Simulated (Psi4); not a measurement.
Interaction energy of H3Al ··· Cl- (SMILES [AlH3] and [Cl-]) (charge -1). Monomers: optimised at B3LYP-D3(BJ) (def2-TZVP), held rigid. Orientation: lowest of the rigid-body minima from ten starts at GFN2-xTB (searched outside a hard wall at short contacts). The monomers approach along the line of their centres of mass (distance R); nothing else relaxes. The shortest distances reach bonding range, where SAPT0 and rigid monomers are unreliable.

Methods: MP2/aug-cc-pVTZ = Psi4 with DF-MP2/aug-cc-pVTZ, frozen core, counterpoise-corrected; CCSD(T)/aug-cc-pVDZ = DF-CCSD(T)/aug-cc-pVDZ, frozen core, counterpoise-corrected (Psi4).

Interaction energies in kJ/mol:

```json
[
 {"R / Å": "1.99", "MP2/aug-cc-pVTZ": "-61.62"},
 {"R / Å": "2.19", "MP2/aug-cc-pVTZ": "-132.88"},
 {"R / Å": "2.36", "MP2/aug-cc-pVTZ": "-149.67"},
 {"R / Å": "2.62", "MP2/aug-cc-pVTZ": "-141.93"},
 {"R / Å": "2.91", "MP2/aug-cc-pVTZ": "-117.58"},
 {"R / Å": "3.16", "MP2/aug-cc-pVTZ": "-95.68"},
 {"R / Å": "3.72", "MP2/aug-cc-pVTZ": "-58.18"},
 {"R / Å": "4.42", "MP2/aug-cc-pVTZ": "-32.46"},
 {"R / Å": "5.43", "MP2/aug-cc-pVTZ": "-16.10"},
 {"R / Å": "6.72", "MP2/aug-cc-pVTZ": "-7.99"}
]
```

Predict the corresponding CCSD(T)/aug-cc-pVDZ column.

1.99: -18.65; 2.19: -105.42; 2.36: -131.61; 2.62: -132.89; 2.91: -113.57; 3.16: -93.71; 3.72: -57.78; 4.42: -32.34; 5.43: -15.97; 6.72: -7.91 (kJ/mol).
